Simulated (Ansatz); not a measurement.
Species: HOS, SMILES `[O]S` (charge 0, multiplicity 2).

### Question
Give a relaxed geometry from B3LYP-D3(BJ)/def2-TZVP run with Ansatz (a program for electronic structure).

### Answer
the end point of this relaxation (outside a Z-matrix the atoms follow the SMILES, hydrogens last).
Z-matrix (Å, degrees):
```
S
O 1 1.5055
H 1 1.3768 2 104.45
```
